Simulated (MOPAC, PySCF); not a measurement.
H3BO3, SMILES `OB(O)O`, neutral singlet in the gas phase. 

Cartesian coordinates (Å):
SMILES: OB(O)O
```xyz
7

O     -0.4584     1.0521     0.0411
B     -0.0489    -0.2199    -0.2886
O      1.2424    -0.5929    -0.5369
O     -0.9903    -1.1972    -0.3794
H      0.2330     1.7119     0.0952
H      1.8911     0.1068    -0.4688
H     -1.8689    -0.8608    -0.1926
```
Charge 0, multiplicity 1.

All levels are single points at this geometry (PBE0-D4/def2-TZVP); Pople sets use spherical d functions. Orbital energies aren't observables, and empty levels follow the basis.

| level | HOMO (eV) | LUMO (eV) | gap (eV) | dipole (D) | vertical IE, Delta-SCF (eV) |
|---|---|---|---|---|---|
| PBE-D3(BJ)/def2-TZVP in PySCF | -7.42 | -0.72 | 6.70 | 2.93 | – |
| PBE0-D4/def2-TZVP in PySCF | -9.18 | 0.14 | 9.31 | 3.03 | – |
| BP86/6-31G* in PySCF | -6.92 | 0.58 | 7.50 | 3.07 | – |
| M06-2X/6-31G* in PySCF | -10.42 | 2.40 | 12.82 | 3.25 | – |
| HF/3-21G in PySCF | -13.04 | 5.95 | 18.98 | 3.94 | – |
| HF/6-31G* in PySCF | -13.37 | 5.02 | 18.39 | 3.42 | 10.89 |
| HF/STO-3G in PySCF | -10.04 | 10.86 | 20.89 | 2.67 | – |
| PM3 in MOPAC | -12.43 | 1.99 | 14.42 | 2.30 | – |
| PM6 in MOPAC | -12.13 | 1.25 | 13.39 | 3.03 | – |
